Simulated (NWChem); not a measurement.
Molecule: C$_{2}$H$_{7}$NOSi; SMILES OC/C=N/[SiH3]

```xyz
12

O      0.4817     2.8317     0.0840
C     -0.4922     1.8417    -0.0842
C      0.0927     0.4577    -0.1904
N     -0.5206    -0.5793     0.1934
Si     0.0843    -2.2179     0.0487
H      0.8702     2.7251     0.9584
H     -1.2727     1.8392     0.6999
H     -1.0038     2.0580    -1.0394
H      1.1081     0.4488    -0.6541
H      0.1255    -2.8241     1.4112
H     -0.8649    -2.9954    -0.7994
H      1.4567    -2.2732    -0.5613
```
Atoms are numbered in this order, from 1.

Geometry: optimised at PBE0/def2-SVP. No frequency run checked for a minimum.

Q: Give the principal values of the shielding tensors (ppm) of O1, C2, C3, N4, Si5 from PBE0/pcSseg-1, GIAO (NWChem), with their diamagnetic and paramagnetic parts as GIAO splits them.

A: 
| atom | σ11 | σ22 | σ33 | isotropic | diamagnetic | paramagnetic |
|---|---|---|---|---|---|---|
| O1 | 295.8 | 299.2 | 334.2 | 309.7 | 389.3 | -79.6 |
| C2 | 88.5 | 107.3 | 136.6 | 110.8 | 244.2 | -133.4 |
| C3 | -98.9 | -17.9 | 91.8 | -8.4 | 254.3 | -262.6 |
| N4 | -483.6 | -129.7 | 274.2 | -113.0 | 329.3 | -442.4 |
| Si5 | 334.7 | 386.9 | 463.8 | 395.1 | 880.6 | -485.5 |
